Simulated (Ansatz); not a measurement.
Reactions of CH5AsO, SMILES `OC[AsH2]`.

Calculated with Ansatz (gas phase, PBE0-D4/def2-TZVP geometries, no zero-point term in ΔE). CCSD(T)/CBS adds triple-zeta CCSD(T) − MP2 to the extrapolated MP2 energy (def2 sets, frozen cores). This one scheme is used for every species. DFT in def2-TZVPP. B3LYP here is the variant with VWN-RPA as its local correlation; programs differ in this. For As, Ge outer-core shells are correlated without core-valence functions, which leaves a few kJ/mol of doubt a bond. Scalar relativity is left out up to krypton. Each species was taken in one conformer, which may not be the lowest.

```csv
reaction,B3LYP-D4 (kJ/mol),r2SCAN-D4 (kJ/mol),CCSD/CBS(def2) (kJ/mol)
`OC[AsH2]` + `S[S][GeH3]` → `[GeH3][S]S[AsH2]` + CH₃OH,-66,-61,-59
`OC[AsH2]` + `CN[SiH3]` → `CN([SiH3])[AsH2]` + CH₃OH,-7,-1,-6
`OC[AsH2]` + CH₃OH → `OCC[AsH2]` + H₂O,-63,-66,-76
`OC[AsH2]` + `C#CS` → `OCC#CS` + arsine,-25,-27,-20
`OC[AsH2]` + `CCCC` → `CCCCCO` + arsine,-3,-5,-8
```

Problem. Give the CCSD(T)/CBS values in the same order. (Best estimate.)

Solution. Ansatz gave: -61, -7, -77, -19, -7 kJ/mol.

Largest T1 diagnostic: 0.013, for `C#CS`.
